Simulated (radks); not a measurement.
Problem. Numerical settings for the cadmium ion Cd3+, [Kr] 4d9. All-electron calculation, scalar-relativistic Kohn-Sham, SCAN, spin-polarised, spherical densities, finite nucleus; open shells are filled with parallel spins first (spin-orbit coupling, left out, can overturn this in heavy ions); meta-GGA in the generalised Kohn-Sham scheme; Fermi nuclear charge, rms radius 4.6087 fm. Program: a radial shooting solver on a logarithmic mesh with Libxc functionals. The defaults (mesh step 0.008 in ln r, mesh end at 40 bohr or more with all orbitals vanishing there, Anderson mixing 0.5 over 9 steps, residual threshold near 1e-9 with the energy settled to 1e-9 hartree or 1e-11 of itself, here a cap of 77 iterations) give E = -5593.331 hartree and 4d at -45.583 eV in 14 iterations. Run on one thread of a shared host, so times are rough (Intel(R) Xeon(R) Platinum 8559C): 0.18 s of CPU time, 0.18 s wall, 14 iterations on 2189 mesh points. One setting is changed at a time: mesh step in ln r 0.2; mesh step in ln r 0.03; mesh step in ln r 0.08; mesh end (bohr) 8; mesh end (bohr) 5; residual threshold 0.01; residual threshold 1e-16; mixing 1.5; linear mixing, mixing 0.8; linear mixing, mixing 0.5; mixing history 3; iteration cap 8. Which runs fail to converge, and which converge to a wrong energy?

Solution. Not converged within the cap: mesh step in ln r 0.2; mesh step in ln r 0.08; residual threshold 1e-16; linear mixing, mixing 0.8; iteration cap 8. Settings that end as converged yet miss the energy by more than 1 mhartree: mesh step in ln r 0.03 (-0.00663 hartree).
